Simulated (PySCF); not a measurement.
**Exercise with solution: entropy of an ideal gas**

ZnH, SMILES [ZnH+] (connectivity only; charge and spin as stated), charge +1, multiplicity 1.

Geometry: PBE-D3(BJ)/def2-TZVPD. The spin state was assumed, not searched.

PBE-D3(BJ)/def2-TZVPD in PySCF gives the harmonic wavenumbers 1847 cm⁻¹ and the rotational temperature 10.3151 K. The molar mass is 66.39 g/mol, the symmetry number 1, the spin multiplicity 1.

Question: Work out the entropy at 298.15 K and 1 atm in the rigid-rotor, harmonic-oscillator model.

Answer: 
Translation (Sackur–Tetrode at 1 atm): S = R[1.5 ln M + 2.5 ln T − 1.16487] = 161.1 J/(mol K).
Rotation: q = T/(σ θ) = 28.9, S = R[ln q + 1] = 36.3 J/(mol K).
Vibration: with u = 1.4388 ν/T, each mode gives R[u/(e^u − 1) − ln(1 − e^−u)]:
```json
[
 {"ν (cm⁻¹)": "1847", "modes": "1", "u": "8.91", "S (J/(mol K))": "0.01"}
]
```
These are all the modes. Sum 0.0 J/(mol K).
Spin: R ln 1 = 0.0 J/(mol K).
Total 197.4 J/(mol K); the program's own thermochemistry gives 197.4. Translation makes up 82 % and vibration 0 %. Anharmonicity, hindered rotation and orbital degeneracy are left out.
